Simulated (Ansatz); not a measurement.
System: sum formula BN2H4Br (charge 0, singlet). 
Structure (B3LYP-D3(BJ)/def2-TZVP (Ansatz, a quantum-chemistry and plane-wave program) minimum search):
SMILES: NB(N)Br
```xyz
8

N      1.2961    -1.5500     0.2936
B      0.0337    -0.9635     0.1149
N     -1.1839    -1.6610     0.0892
Br    -0.0346     0.9913    -0.1182
H      2.1410    -1.0087     0.3048
H      1.4346    -2.5379     0.4205
H     -2.0640    -1.1969    -0.0418
H     -1.2530    -2.6582     0.1990
```

Basis-set convergence of Hartree-Fock and CCSD(T) correlation energies (hartree) with Ansatz. Valence correlation only, unless marked. Spin-orbit coupling is left out. Frozen are the shells of the preceding noble gas and the d and f shells that filled before the atom's block. Non-relativistic.

```json
[
 {"basis": "aug-cc-pVDZ", "functions": "141", "E(HF)": "-2708.46161", "E(corr, CCSD(T))": "-0.62025"},
 {"basis": "aug-cc-pVTZ", "functions": "289", "E(HF)": "-2708.56901", "E(corr, CCSD(T))": "-0.76005"},
 {"basis": "aug-cc-pVQZ", "functions": "517", "E(HF)": "-2708.58024", "E(corr, CCSD(T))": "-0.80355"}
]
```

Extrapolating the two largest sets (X = 3 and 4) as X^-3: E(corr) = (64·(-0.80355) - 27·(-0.76005))/37 = -0.8353 Eh, an estimate of the basis-set limit. The largest set recovers 96.2 % of it, the smallest 74.3 %.
